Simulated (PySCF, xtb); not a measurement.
Sn(OH)3(SH) (H4O3SSn), SMILES [OH][Sn]([OH])([OH])[SH].

GFN2-xTB in xtb at its own geometry gives an orbital gap of 2.70 eV and a dipole moment of 0.90 D.

Geometry: PBE0-D3(BJ)/def2-SVP. The def2 effective core potentials stand for the cores of Sn; spin–orbit coupling is left out. Other conformers were not sampled.

### Question
What does PBE0/def2-TZVP run with PySCF give? (An estimate is asked for; the answer gives what the named calculation found.)

### Answer
gap 6.14 eV (levels -8.00 and -1.86 eV), dipole 0.79 D.
